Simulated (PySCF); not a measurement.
C2H6F2OSi, SMILES COC[SiH](F)F.

Coordinates come from a B3LYP-D3(BJ)/def2-SVP optimisation. This is a generated structure with no PubChem entry under its InChIKey; it may be hypothetical. One conformer was computed; it need not be the lowest.

All values below come from TDDFT-PBE/def2-SVPD (PySCF 2.14.0).

Vertical excitations. Gas-phase values at a fixed geometry.

```json
[
 {"state": "S1", "energy (eV)": "6.01", "λ (nm)": "206", "f": "0.000", "main pairs": "HOMO→LUMO 100 %"},
 {"state": "S2", "energy (eV)": "6.31", "λ (nm)": "196", "f": "0.029", "main pairs": "HOMO→LUMO+1 100 %"},
 {"state": "S3", "energy (eV)": "6.41", "λ (nm)": "193", "f": "0.001", "main pairs": "HOMO→LUMO+2 99 %"},
 {"state": "S4", "energy (eV)": "7.13", "λ (nm)": "174", "f": "0.002", "main pairs": "HOMO→LUMO+3 99 %"},
 {"state": "S5", "energy (eV)": "7.17", "λ (nm)": "173", "f": "0.001", "main pairs": "HOMO−1→LUMO 98 %"},
 {"state": "S6", "energy (eV)": "7.41", "λ (nm)": "167", "f": "0.004", "main pairs": "HOMO→LUMO+4 95 %"},
 {"state": "S7", "energy (eV)": "7.51", "λ (nm)": "165", "f": "0.049", "main pairs": "HOMO−1→LUMO+1 92 %"},
 {"state": "S8", "energy (eV)": "7.59", "λ (nm)": "163", "f": "0.002", "main pairs": "HOMO−1→LUMO+2 98 %"},
 {"state": "S9", "energy (eV)": "7.86", "λ (nm)": "158", "f": "0.034", "main pairs": "HOMO→LUMO+5 94 %"},
 {"state": "S10", "energy (eV)": "8.01", "λ (nm)": "155", "f": "0.019", "main pairs": "HOMO−2→LUMO 70 %, HOMO→LUMO+6 24 %"},
 {"state": "T1", "energy (eV)": "5.77", "λ (nm)": "215", "f": "0", "main pairs": "HOMO→LUMO 99 %"},
 {"state": "T2", "energy (eV)": "6.19", "λ (nm)": "200", "f": "0", "main pairs": "HOMO→LUMO+1 99 %"},
 {"state": "T3", "energy (eV)": "6.33", "λ (nm)": "196", "f": "0", "main pairs": "HOMO→LUMO+2 100 %"},
 {"state": "T4", "energy (eV)": "6.82", "λ (nm)": "182", "f": "0", "main pairs": "HOMO−1→LUMO 99 %"}
]
```
Triplets are in the Tamm–Dancoff approximation, which puts them higher than full response would, so one can lie above its singlet here.
